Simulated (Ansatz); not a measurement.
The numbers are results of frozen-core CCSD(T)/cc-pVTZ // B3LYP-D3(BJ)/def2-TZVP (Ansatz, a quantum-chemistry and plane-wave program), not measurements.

Ansatz 0.2 input:
```yaml
crystal:
  periodic: [false, false, false]
  atoms:
    - { symbol: C, position_ang: [-0.976953, -1.006909, 0.812554] }
    - { symbol: C, position_ang: [-0.549082, 0.053602, 0.128158] }
    - { symbol: O, position_ang: [-1.446559, 1.061838, -0.156234] }
    - { symbol: Si, position_ang: [1.228348, 0.211689, -0.454556] }
    - { symbol: H, position_ang: [-2.005756, -1.086563, 1.143692] }
    - { symbol: H, position_ang: [-0.301002, -1.813803, 1.052244] }
    - { symbol: H, position_ang: [-1.022945, 1.768591, -0.652669] }
    - { symbol: H, position_ang: [1.832794, 1.440798, 0.116979] }
    - { symbol: H, position_ang: [1.257497, 0.354139, -1.931591] }
    - { symbol: H, position_ang: [1.991968, -0.981199, -0.036219] }
basis:
  gaussian: { orbitals: cc-pVTZ }
correlation:
  method: ccsd_t
```

Output:

```
Functional definition: HF
1198 factors; integrals over basis functions are off by at most 1.4e-3 eV
mean field evaluation 1: about -12052.7544 eV, gradient 3.5e1 eV
mean field evaluation 2: about -12053.0092 eV, gradient 3.5e1 eV
mean field evaluation 4: about -12056.1881 eV, gradient 4.0e0 eV
mean field evaluation 8: about -12056.2476 eV, gradient 3.1e-1 eV
mean field evaluation 16: about -12052.7546 eV, gradient 3.5e1 eV
mean field -12056.24819652 eV, -443.0589492037 hartree, gradient 4.3e-6 eV, S^2 0.000000; 0 other end points of the search recorded, 0 dependent functions left out
8 core orbitals not correlated
reference -12056.24819652 eV, -443.0589492037 hartree; 12, 12 occupied and 188, 188 virtual orbitals, 1198 factors
second order -18.86621490 eV of doubles, -0.00000000 eV of singles
cycle   1  -19.27788256 eV  change   -4.1e-1 eV  update   9.9e-2
cycle   2  -19.79914512 eV  change   -5.2e-1 eV  update   3.1e-2
cycle   3  -19.91769228 eV  change   -1.2e-1 eV  update   1.6e-2
cycle   4  -19.90799535 eV  change    9.7e-3 eV  update   4.2e-3
cycle   5  -19.90737349 eV  change    6.2e-4 eV  update   2.0e-3
cycle   6  -19.90810010 eV  change   -7.3e-4 eV  update   5.0e-4
cycle   7  -19.90783300 eV  change    2.7e-4 eV  update   2.3e-4
cycle   8  -19.90779144 eV  change    4.2e-5 eV  update   8.5e-5
cycle   9  -19.90780779 eV  change   -1.6e-5 eV  update   3.7e-5
cycle  10  -19.90779842 eV  change    9.4e-6 eV  update   1.2e-5
perturbative correction -0.82311967 eV, -0.0302490898 hartree
Total energy: -12076.97911461 eV, -443.8207963915 hartree
```

Cost: around 100 core-seconds (rough).
